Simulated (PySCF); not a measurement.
Molecule: diisopropyl ether (CC(C)OC(C)C, C$_{6}$H$_{14}$O).

Bonds (- single, = double, # triple, : aromatic): C1-C2, C2-C3, C2-O4, O4-C5, C5-C6, C5-C7. C1 carries H8, H9, H10; C2 carries H11; C3 carries H12, H13, H14; C5 carries H15; C6 carries H16, H17, H18; C7 carries H19, H20, H21.

Geometry PBE0-D3(BJ)/def2-SVP throughout; GIAO in PySCF 2.14.0 with density-fitted response routines, gas phase, one conformer, non-relativistic; equivalent atoms averaged; functional PBE0.

Task: How do the shifts δ (against TMS, H2O at the same level) depend on the basis set? (ppm; last column core-seconds on shared hosts with different chips, so compare them loosely)

Result: 
```
    basis set  functions  C2/C5  C1/C3/C6/C7     O4  H11/H15  H8/H9/H10/H12/H13/H14/H16/H17/H18/H19/H20/H21  core-s
       STO-3G         49   57.2         20.2  -18.6     1.41                                           0.86     5.2
     pcSseg-0         91   69.2         26.1   67.2     3.20                                           1.26     7.9
        6-31G         91   64.9         23.4   59.2     3.58                                           1.28      11
       6-31G*        126   64.2         22.4   57.0     3.66                                           1.07      16
      cc-pVDZ        168   67.3         23.4   82.4     3.35                                           0.97      19
     def2-SVP        168   64.6         22.3   74.4     3.27                                           0.94      17
     pcSseg-1        189   68.1         23.3   92.8     3.21                                           1.05      29
6-311+G(2d,p)        273   67.6         22.3   89.4     3.52                                           0.97      48
  aug-cc-pVDZ        287   67.2         22.0   86.5     3.56                                           1.06      44
    def2-TZVP        301   69.5         23.0   93.3     3.53                                           0.98      47
```

Task: Which nucleus moves most, in ppm?

Result: O4 (ether oxygen): from -18.6 ppm with STO-3G to 93.3 ppm with def2-TZVP. The smallest spread is 0.41 ppm, at H8/H9/H10/H12/H13/H14/H16/H17/H18/H19/H20/H21. Proton shifts span only some 12 ppm, so a few tenths of a ppm matter as much there as several ppm in carbon.

Task: Taking the largest basis, def2-TZVP (301 functions), as the yardstick, rank the others by their worst heavy-atom deviation.

Result: pcSseg-1 1.5 ppm (189 functions), 6-311+G(2d,p) 3.9 ppm (273 functions), aug-cc-pVDZ 6.8 ppm (287 functions), cc-pVDZ 10.9 ppm (168 functions), def2-SVP 18.9 ppm (168 functions), pcSseg-0 26.1 ppm (91 functions), 6-31G 34.1 ppm (91 functions), 6-31G* 36.3 ppm (126 functions), STO-3G 111.9 ppm (49 functions).

A small basis that lands close on one nucleus may do so by chance; judge by the trend and by all nuclei.
